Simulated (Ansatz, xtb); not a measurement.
# C6H9ClO: which of two isomers lies lower

We compare I, `O=C[C@@H]1CCC[C@H]1Cl`, a singlet, with II, `O=C[C@@H]1CC[C@H](Cl)C1`, a singlet. Both are isolated molecules in the gas phase, relaxed with PBE0-D3(BJ)/def2-SVP; each stands in its lowest conformer found.

I (Å):

```xyz
17

C     0.7675   -1.7429    1.1258
C     0.3462   -0.3004    0.9763
C    -1.0622   -0.2080    0.3326
C    -0.8283    0.2801   -1.1132
C     0.6813    0.1823   -1.3375
C     1.2739    0.4571    0.0334
Cl    1.2043    2.2207    0.4093
O     1.7301   -2.2454    0.6120
H     0.0809   -2.3489    1.7748
H     0.3535    0.1303    1.9917
H    -1.7014    0.4883    0.8919
H    -1.5697   -1.1865    0.3601
H    -1.4006   -0.2979   -1.8527
H    -1.1436    1.3297   -1.2056
H     0.9754   -0.8436   -1.6158
H     1.0637    0.8629   -2.1107
H     2.3233    0.1556    0.1337
```

II (Å):

| atom | x (Å) | y (Å) | z (Å) |
| --- | --- | --- | --- |
| C | 0.1519 | -0.7777 | 1.5663 |
| C | -0.0583 | 0.6214 | 1.0258 |
| C | -1.3285 | 0.7439 | 0.1494 |
| C | -0.8537 | 1.4100 | -1.1455 |
| C | 0.5998 | 0.9817 | -1.2658 |
| C | 1.1180 | 1.0985 | 0.1590 |
| Cl | 0.6710 | -0.7407 | -1.8113 |
| O | 1.2227 | -1.2780 | 1.7703 |
| H | -0.7969 | -1.3290 | 1.8051 |
| H | -0.1505 | 1.2483 | 1.9311 |
| H | -1.7327 | -0.2574 | -0.0707 |
| H | -2.1316 | 1.3125 | 0.6387 |
| H | -1.4539 | 1.1468 | -2.0276 |
| H | -0.8714 | 2.5087 | -1.0437 |
| H | 1.1806 | 1.5512 | -2.0027 |
| H | 2.0269 | 0.5112 | 0.3484 |
| H | 1.3468 | 2.1579 | 0.3557 |

Task: Estimate which is lower in electronic energy at CCSD(T)/def2-SVP + ΔMP2/def2-TZVPP, and by roughly how much.

Result: CCSD(T)/def2-SVP + ΔMP2/def2-TZVPP gives E(II) − E(I) = −0.002 eV, slightly favouring structure II, which is too small a margin to settle the true order.

Level by level:

| level | geometry | E(II) − E(I) (eV) | departure from the last row (eV) | job, with rough time for the two |
| --- | --- | --- | --- | --- |
| GFN2-xTB | GFN2-xTB | +0.015 | +0.017 | optimisation, 0.24 s |
| HF/STO-3G | GFN2-xTB | +0.006 | +0.008 | single point, 0.68 s |
| r2SCAN-D4/def2-SVP | GFN2-xTB | −0.038 | −0.035 | single point, 4.3 s |
| PBE0-D3(BJ)/def2-SVP | PBE0-D3(BJ)/def2-SVP | −0.015 | −0.013 | optimisation, 2.2 min |
| HF/def2-SVP | PBE0-D3(BJ)/def2-SVP | +0.009 | +0.011 | part of the CCSD(T) run |
| MP2/def2-SVP | PBE0-D3(BJ)/def2-SVP | +0.005 | +0.008 | part of the CCSD(T) run |
| CCSD(T)/def2-SVP | PBE0-D3(BJ)/def2-SVP | +0.004 | +0.007 | single point |
| CCSD(T)/def2-SVP + ΔMP2/def2-TZVPP | PBE0-D3(BJ)/def2-SVP | −0.002 |  | single point, 2.1 min |

As drawn, both hold the same kinds of bond in the same numbers.

The largest departure from CCSD(T)/def2-SVP + ΔMP2/def2-TZVPP is that of r2SCAN-D4/def2-SVP, 0.035 eV. A small imaginary or near-zero mode remains, so no thermal terms are given. The last row adds to CCSD(T) the change of the MP2 difference between the two basis sets, here −0.007 eV.

The correlated steps freeze 12 core orbitals. Codes used: Ansatz 0.2.0, xtb 6.7.1; the last row on 2 threads of Intel(R) Xeon(R) Gold 6455B (Sapphire Rapids) on a shared host.
